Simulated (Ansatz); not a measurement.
Molecule: ZnI2 (charge +1, doublet). The spin state was set by rule; other spins were not relaxed. 
Coordinates optimised at B3LYP-D3(BJ)/def2-TZVP (Ansatz, a first-principles code):
```xyz
3

Zn     0.0000     0.0000     0.0000
I      0.0000     0.0000    -2.4591
I      0.0000     0.0000     2.4591
```
Charge +1, spin multiplicity 2.

Parts of the frozen-core correlation energy in def2-TZVPP (Ansatz, hartree). Frozen orbitals: 27; correlated occupied orbitals by spin: 13 and 12; virtual: 124 and 125. UHF or UKS for open shells. Spin-orbit coupling is left out. Past Kr the def2 sets carry scalar-relativistic core potentials.

| term | value |
|---|---|
| reference (HF) | -2370.92445 |
| MP2 opposite-spin | ? |
| MP2 same-spin | ? |
| CCSD correlation | ? |
| (T) | -0.02540 |
| T1 diagnostic | 0.032 |
| largest doubles amplitude | 0.046 |
| <S^2> of the reference | 0.760 |

Q: Fill in the missing entries.

A: 
- MP2 opposite-spin, value: -0.48860
- MP2 same-spin, value: -0.23672
- CCSD correlation, value: -0.71159
